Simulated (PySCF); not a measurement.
A structure optimised at TPSSh-D3(BJ)/def2-SVP, used in a PySCF frequency run:

```
C
H 1 1.1029
H 1 1.1055 2 106.19
C 1 1.5280 2 110.15 3 -118.69
H 4 1.1013 1 111.32 2 58.77
H 4 1.1025 5 107.71 1 121.98
H 4 1.1028 5 107.72 6 115.70
C 1 1.5296 2 108.00 3 116.95
H 8 1.1046 1 109.74 2 68.47
H 8 1.1048 9 106.47 1 -119.83
C 8 1.5328 9 108.17 10 -116.70
O 11 1.3633 8 115.50 9 -64.23
H 11 1.1143 12 110.63 8 -128.73
H 11 1.1202 13 103.53 12 111.15
```
Charge 0, spin multiplicity 2.

Q: Write its SMILES and formula.

A: CCCC[O], C₄H₉O

Q: What are its rotational constants (standard atomic weights)?

A: 13.033, 2.4142, 2.2240 GHz
